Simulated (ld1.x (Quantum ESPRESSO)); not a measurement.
Configuration tests for P (Z = 15) (TM)

phosphorus (P), norm-conserving Troullier–Martins (Kleinman–Bylander form), made with ld1.x (Quantum ESPRESSO) 7.5 (LDA (PZ), non-relativistic). Core [Ne], reference 3s2 3p3. Waves: 3s (bound): rc 1.65 bohr; 3p (bound): rc 1.85 bohr; 3d channel at -0.1 Ry: rc 1.40 bohr. Local part: the d channel. Core correction: Bessel-smoothed model core inside 1.40 bohr.

Energies are relative to the spin-unpolarised reference configuration 3s2 3p3; without spin polarisation the order of configurations can differ from experiment. Spin-polarised rows fill each open shell by Hund’s rule, majority spin first.

```json
{"valence configuration": "3s2 3p2", "charge": "+1", "ΔE all-electron (eV)": "9.833", "error AE − PS (meV)": "+6.7"}
{"valence configuration": "3s2 3p1", "charge": "+2", "ΔE all-electron (eV)": "29.095", "error AE − PS (meV)": "+48"}
{"valence configuration": "3s2 3p0", "charge": "+3", "ΔE all-electron (eV)": "59.000", "error AE − PS (meV)": "+174"}
{"valence configuration": "3s1 3p0", "charge": "+4", "ΔE all-electron (eV)": "111.064", "error AE − PS (meV)": "+397"}
{"valence configuration": "3s2 3p2.5", "charge": "+0.5", "ΔE all-electron (eV)": "3.827", "error AE − PS (meV)": "+1.2"}
{"valence configuration": "3s2 3p3.3", "charge": "-0.3", "ΔE all-electron (eV)": "-1.340", "error AE − PS (meV)": "+0.2"}
{"valence configuration": "3s2 3p3 (spin-polarised)", "charge": "0", "ΔE all-electron (eV)": "-1.510", "error AE − PS (meV)": "+32"}
```

(1) What are ΔE and the potential's error for 3s1 3p4?

(2) What are ΔE and the potential's error for 3s2 3p2 (spin-polarised)?

Levels in the configuration 3s2 3p3.3:

```
level  all-electron (eV)  pseudo (eV)
   3s            -11.512      -11.514
   3p             -3.348       -3.349
```

Results:

(1) ΔE = 8.407 eV all-electron; the error (AE − PS) is +0.4 meV.

(2) ΔE = 8.990 eV all-electron; the error (AE − PS) is +27 meV.
